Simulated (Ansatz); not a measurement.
Species: ZrO₂, charge 1, doublet. ZrO2+ (parent SMILES [O]=[Zr]=[O], doublet).
B3LYP-D3(BJ)/def2-TZVP minimum from Ansatz (a quantum-chemistry and plane-wave program):
```xyz
3

Zr    -0.0016     0.3348     0.0759
O      1.0212    -0.5814    -1.0069
O     -1.0132    -1.0924     0.6276
```
Charge +1, spin multiplicity 2.

Total energies in def2-TZVPP, 15 correlated electrons, 6 frozen orbitals. Radicals and triplets start from unrestricted determinants; spin-orbit coupling is neglected. Cores are frozen in correlated methods (noble-gas shells, and filled d and f shells in the p block). Past Kr the def2 sets carry scalar-relativistic core potentials. The UHF reference of O2Zr+ (parent SMILES [O]=[Zr]=[O], doublet) is spin-contaminated (<S^2> up to 0.28 over the pure value in the sets run). The spin of O2Zr+ (parent SMILES [O]=[Zr]=[O], doublet) was assumed, and the state is the lowest solution found for it.

```tsv
method	program	energy (Eh)	minus CCSDT(Q) (mEh)
HF	Ansatz	-196.06398	582.63
MP2	Ansatz	-196.60221	44.41
CCSD	Ansatz	-196.60810	38.51
CCSD(T)	Ansatz	-196.64095	5.66
CCSDT(Q)	Ansatz	-196.64661	0.00
```

Rough core times of Ansatz's runs on a shared machine: CCSD(T) 3 min, CCSDT(Q) 2 h.
